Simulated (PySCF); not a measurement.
GaH2, SMILES [GaH2+], charge +1. Heavy atoms are numbered as in [GaH2+:1]. Hydrogens are named by the atom that carries them.

Coordinates come from a B3LYP-D3(BJ)/def2-TZVPD optimisation. The spin state was assumed, not searched. The isomer is the one that the SMILES or the coordinates give; other isomers of the formula were not compared.

The numbers are results of PySCF with B3LYP/def2-TZVPD, not measurements.

ESP charges are fitted to the potential on shells at 1.4 to 2.0 van der Waals radii. Atomic charges (e), one atom of each kind:

```tsv
atom	IAO	ESP fit
Ga1 (GaH2)	…	1.05
H on Ga1	…	-0.02
```

What belongs in the gaps? (Estimate from the structure and the level; the computed values follow.)


- Ga1 (GaH2), IAO: 1.04
- H on Ga1, IAO: -0.02
